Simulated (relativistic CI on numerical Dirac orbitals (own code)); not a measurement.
**Hyperfine structure of Tb²³⁺, mass number 157**

Method of calculation: Dirac-Coulomb-Breit CI, separate exchange-only KLI orbitals for each configuration, a model potential for QED, unscaled Slater integrals (own radial code, finite nucleus).

CI space (outside the closed core [Ar] 3d10): 4s²4p⁶4d⁶, 4s²4p⁵4d⁷, 4s²4p⁶4d⁵4f, 4s²4p⁴4d⁸, 4s4p⁶4d⁷, 4p⁶4d⁸, 4s²4p⁶4d⁵5s, 4s4p⁶4d⁶4f, 4s²4p⁶4d⁵5p, 4s²4p⁶4d⁵5d, 4s²4p⁶4d⁴5s², 4s²4p⁴4d⁷5s, 4s²4p⁶4d⁵6s, 4s4p⁶4d⁶5s, 4s4p⁶4d⁵5s², 4p⁶4d⁷5s. Levels of other configurations are missing.

Nuclear spin I = 3/2, μ = 2.03 μN, Q = 1.4 b (tables of Stone and Pyykkö). The electronic factors are computed for point nuclear moments, without core polarisation or the Bohr-Weisskopf and QED corrections.

```csv
Level,E (cm⁻¹),A (MHz),B (MHz)
4s²4p⁶4d⁶ ⁵D4,0.0,6624,13900
4s²4p⁶4d⁶ ⁵D3,45885.9,4277,2050
4s²4p⁶4d⁶ ⁵D1,55596.7,5968,-4860
4s²4p⁶4d⁶ ³G5,82372.0,9062,5700
4s²4p⁶4d⁶ ³H6,84494.8,9931,-11100
4s²4p⁶4d⁶ ³D1,121853.6,9092,8270
```

Levels with J = 0, under 50 % of one LS term, or S terms without an open s electron are left out. Small factors come from cancelling terms and can be off by tens of per cent or more.

At this charge energies of transitions that change n are usually good to better than 1 %, and those within a shell (Δn = 0) to a few per cent. Terms inside the open d or f shell come out 10 to 20 % too wide with unscaled integrals.

(1) Give the hyperfine levels of 4s²4p⁶4d⁶ ⁵D4 relative to its centre of gravity.

## Answers

(1) With K = F(F + 1) − I(I + 1) − J(J + 1), E = AK/2 + B[¾K(K + 1) − I(I + 1)J(J + 1)]/[2I(2I − 1)J(2J − 1)]: F = 5/2: -42870, F = 7/2: -29220, F = 9/2: -2756, F = 11/2: 43210 MHz.

LS names give the leading component of a level, which can be under half, so a name can repeat, a term be missing and a line seem to break the LS rules.
